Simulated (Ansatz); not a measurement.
A structure relaxed at PBE-D4/def2-SVP in Ansatz, charge 0, singlet:

```xyz
9

Ti    1.1572    0.2720    0.2032
Ti   -1.1605   -0.2629   -0.2029
O    -0.0268    0.0224    1.4528
O     2.8743    0.7811    0.4782
O    -2.8968   -0.5903   -0.6040
O    -0.1482    1.1869   -0.7414
O     0.1807   -1.2764   -0.6556
H    -3.4819   -1.1885   -1.0964
H     3.5021    1.0556    1.1661
```

Question: Give its formula and point group.

Answer: Ti₂O₅H₂. Point group C2 (tolerance 0.1 Å).

Question: Summarise the bond lengths by kind (pairs closer than 1.2 times the sum of covalent radii, bridged metal pairs left out).

Answer: 8 × O–Ti 1.74 to 2.03 Å; 2 × H–O 0.97 Å.

The relaxation made no stability test and no search for a lower SCF solution. The structure comes from a short search, and lower isomers may exist.
